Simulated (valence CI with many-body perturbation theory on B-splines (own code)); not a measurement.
Values are calculated unless marked as measured or tabulated.
# Rh³⁹⁺: what the settings do

Method: valence CI with perturbative core correlation (CI+MBPT): four valence electrons over a frozen Dirac-Fock core [He], a basis of 6 s, 6 p, 5 d, 3 f, 1 g functions for each j, with the one-electron correlation potential Σ1, the two-electron term Σ2, the three-electron term Σ3, Breit, model QED; selected CI, second order for the rest, scaled by the run's own slope (own B-spline code, finite nucleus).

The last digits are not significant, and no measured levels were compared; by estimate large intervals hold to a few tenths of a per cent, small ones and those within an open d or f shell to about a per cent.

The reference run has the lowest level (2s^2 2p1/2^2) J=0 and an ionisation energy of 5950.44 eV. Its largest variational space holds 11266 state functions.

Levels are named by their leading jj configuration (3d3/2^4 stands for four electrons in 3d with j = 3/2), which in mixed levels can hold well under half, so a name can repeat and another be missing. Letters in brackets count levels of one name in rising energy.

Changed runs:
A. logarithmic knot step 0.27 → 0.2; core polarisation of operators on → off
B. correlating orbitals by l 3 3 3 2 1 → 2 3 1 2 0; size limit of the variational space 10000 → 1500; second order for the rest on → off
C. correlating orbitals by l 3 3 3 2 1 → 4 4 0 0 0
D. Davidson iteration limit 60 → 2 (bad on purpose)

Excitation energies of the reference run in cm⁻¹, and shifts in cm⁻¹:

| Level | Reference | A | B | C | D |
| --- | --- | --- | --- | --- | --- |
| (2s^2 2p1/2 2p3/2) J=1 | 1154980 | -1.8 | +1485 | -94 | 0 |
| (2s^2 2p1/2 2p3/2) J=2 | 1262330 | -1.7 | +1044 | +1338 | 0 |
| (2s 2p1/2^2 2p3/2) J=2 | 2292300 | +19 | +805 | -1382 | 0 |
| (2s^2 2p3/2^2) J=2 | 2494020 | -3.1 | +952 | +784 | 0 |
| (2s 2p1/2^2 2p3/2) J=1 | 2704800 | +19 | +1256 | +3818 | 0 |
| (2s^2 2p3/2^2) J=0 | 2750300 | -2.8 | +278 | +252 | 0 |
| (2s 2p1/2 2p3/2^2) J=2 [a] | 3396860 | +17 | +772 | -743 | 0 |
| (2s 2p1/2 2p3/2^2) J=3 | 3618810 | +18 | +1502 | +2096 | +0.1 |
| (2s 2p1/2 2p3/2^2) J=0 | 3848660 | +17 | +186 | +1982 | 0 |
| (2s 2p1/2 2p3/2^2) J=1 [a] | 3934380 | +17 | +1137 | +3501 | 0 |
| (2s 2p1/2 2p3/2^2) J=2 [b] | 4014050 | +17 | +2077 | +5629 | 0 |
| (2s 2p1/2 2p3/2^2) J=1 [b] | 4056860 | +17 | +1425 | +4777 | +81 |
| Ionisation energy (eV) | 5950.44 | -0.00068 | -0.09 | -0.61 | 0 |

Run D: The Davidson iterations stopped at their limit.
